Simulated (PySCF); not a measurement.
**Electron correlation in Mo⁻ (molybdenum, charge -1)**

[Kr] 4d5 5s2, high-spin 6S determinant. All numbers are calculated (PySCF 2.14, scalar relativity through the core potential, in aug-cc-pVDZ-PP with ECP28MDF). Frozen: 4s2 4p6; 7 electrons correlated.

```csv
level,correlation energy (mhartree)
CCSD,-104.02
(T),-4.62
CCSD(T),-108.64
```

Diagnostics: T1 = 0.11, D1 = 0.3955, largest double amplitude 0.085.

Question: Is a single reference adequate?

Answer: Not fully. T1 exceeds 0.03, a sign that the reference determinant is poor.
